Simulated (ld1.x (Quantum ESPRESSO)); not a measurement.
## An all-electron radial function and its pseudo partner (magnesium)

Columns: radius, all-electron u(r) and pseudo u(r) of the 3s shell (level -4.67 eV) of magnesium in the configuration [He] 2s2 2p6 3s2 3p0; PBEsol, non-relativistic, ultrasoft scheme, ld1.x (Quantum ESPRESSO) 7.5.

```csv
r (bohr),all-electron,pseudo
0.068,0.1227,-0.1217
0.135,0.0632,-0.2322
0.202,-0.0385,-0.3250
0.270,-0.1315,-0.3946
0.338,-0.1968,-0.4355
0.405,-0.2318,-0.4467
0.473,-0.2413,-0.4304
0.540,-0.2302,-0.3909
0.608,-0.2034,-0.3330
0.675,-0.1662,-0.2646
0.742,-0.1218,-0.1909
0.810,-0.0724,-0.1160
0.878,-0.0208,-0.0449
0.945,0.0307,0.0194
1.013,0.0823,0.0783
1.080,0.1316,0.1307
1.148,0.1795,0.1795
1.215,0.2242,0.2242
1.283,0.2668,0.2668
1.350,0.3059,0.3059
1.418,0.3426,0.3426
1.485,0.3759,0.3759
1.553,0.4067,0.4067
1.620,0.4343,0.4343
1.688,0.4597,0.4597
1.755,0.4823,0.4823
```

Q: How many radial nodes do the two functions have?

A: The all-electron 3s function has n − l − 1 = 2; the pseudo-wave has 1, since 1 lower shell of the same l stays in the valence.

Q: At about which radius was the pseudo-wave matched?

A: 1.25 bohr. The columns agree to 0.0005 from 1.15 bohr on; several derivatives are matched, so the curves merge somewhat inside the radius.

Q: Is the pseudo-wave norm-conserving?

A: No, it belongs to an ultrasoft set: the norm inside the radius is not constrained, and the difference is carried by the augmentation charge.
